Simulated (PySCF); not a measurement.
Geometry:
```json
{"atom": "C1", "x (Å)": "1.858", "y (Å)": "1.227", "z (Å)": "-0.468"}
{"atom": "N2", "x (Å)": "1.316", "y (Å)": "0.055", "z (Å)": "0.173"}
{"atom": "C3", "x (Å)": "2.217", "y (Å)": "-0.589", "z (Å)": "1.093"}
{"atom": "Si4", "x (Å)": "-0.056", "y (Å)": "-0.768", "z (Å)": "-0.493"}
{"atom": "C5", "x (Å)": "-1.136", "y (Å)": "-1.509", "z (Å)": "0.867"}
{"atom": "C6", "x (Å)": "-1.996", "y (Å)": "-0.336", "z (Å)": "1.390"}
{"atom": "Si7", "x (Å)": "-2.400", "y (Å)": "0.753", "z (Å)": "-0.110"}
{"atom": "O8", "x (Å)": "-1.096", "y (Å)": "0.398", "z (Å)": "-1.111"}
{"atom": "H9", "x (Å)": "2.125", "y (Å)": "1.998", "z (Å)": "0.279"}
{"atom": "H10", "x (Å)": "1.111", "y (Å)": "1.667", "z (Å)": "-1.146"}
{"atom": "H11", "x (Å)": "2.772", "y (Å)": "1.010", "z (Å)": "-1.057"}
{"atom": "H12", "x (Å)": "2.522", "y (Å)": "0.102", "z (Å)": "1.901"}
{"atom": "H13", "x (Å)": "1.737", "y (Å)": "-1.457", "z (Å)": "1.571"}
{"atom": "H14", "x (Å)": "3.146", "y (Å)": "-0.950", "z (Å)": "0.606"}
{"atom": "H15", "x (Å)": "0.274", "y (Å)": "-1.722", "z (Å)": "-1.596"}
{"atom": "H16", "x (Å)": "-0.583", "y (Å)": "-2.012", "z (Å)": "1.677"}
{"atom": "H17", "x (Å)": "-1.776", "y (Å)": "-2.280", "z (Å)": "0.403"}
{"atom": "H18", "x (Å)": "-1.404", "y (Å)": "0.275", "z (Å)": "2.094"}
{"atom": "H19", "x (Å)": "-2.890", "y (Å)": "-0.677", "z (Å)": "1.937"}
{"atom": "H20", "x (Å)": "-2.449", "y (Å)": "2.212", "z (Å)": "0.202"}
{"atom": "H21", "x (Å)": "-3.675", "y (Å)": "0.368", "z (Å)": "-0.789"}
```

Geometry: PBE0-D3(BJ)/def2-SVP; GIAO absolute shieldings from PySCF 2.14, gas phase, non-relativistic, averaged over equivalent atoms.

At PBE0/pcSseg-1 (215 basis functions, 78 s wall time on 1 thread of an Arm Neoverse N1, shared host):
```
                 atoms  σ (ppm)
                 C1/C3    148.5
                    C5    175.4
                    C6    177.9
                    N2    237.6
                   Si7    351.5
                   Si4    354.0
                    O8    280.2
                   H15    26.12
                   H20    26.14
                   H21    26.33
H9/H10/H11/H12/H13/H14    28.81
                   H16    30.09
                   H18    30.32
                   H19    30.42
                   H17    30.93
```

Q: Estimate the result of repeating the calculation with WP04/pcSseg-1.

A: 
```json
{"atoms": "C1/C3", "σ at WP04/pcSseg-1": "135.1", "change": "-13.4"}
{"atoms": "C5", "σ at WP04/pcSseg-1": "161.9", "change": "-13.5"}
{"atoms": "C6", "σ at WP04/pcSseg-1": "163.5", "change": "-14.4"}
{"atoms": "N2", "σ at WP04/pcSseg-1": "222.7", "change": "-14.9"}
{"atoms": "Si7", "σ at WP04/pcSseg-1": "349.1", "change": "-2.4"}
{"atoms": "Si4", "σ at WP04/pcSseg-1": "355.1", "change": "+1.1"}
{"atoms": "O8", "σ at WP04/pcSseg-1": "278.6", "change": "-1.6"}
{"atoms": "H15", "σ at WP04/pcSseg-1": "27.08", "change": "+0.96"}
{"atoms": "H20", "σ at WP04/pcSseg-1": "27.23", "change": "+1.09"}
{"atoms": "H21", "σ at WP04/pcSseg-1": "27.38", "change": "+1.05"}
{"atoms": "H9/H10/H11/H12/H13/H14", "σ at WP04/pcSseg-1": "29.21", "change": "+0.40"}
{"atoms": "H16", "σ at WP04/pcSseg-1": "30.53", "change": "+0.44"}
{"atoms": "H18", "σ at WP04/pcSseg-1": "30.74", "change": "+0.42"}
{"atoms": "H19", "σ at WP04/pcSseg-1": "30.80", "change": "+0.38"}
{"atoms": "H17", "σ at WP04/pcSseg-1": "31.24", "change": "+0.31"}
```

The largest change is at N2 (nitrogen bonded to 2 C, Si). Cost: 215 basis functions, 75 s wall time on 1 thread of an Arm Neoverse N1, shared host. The order of the carbon signals is the same at both levels.
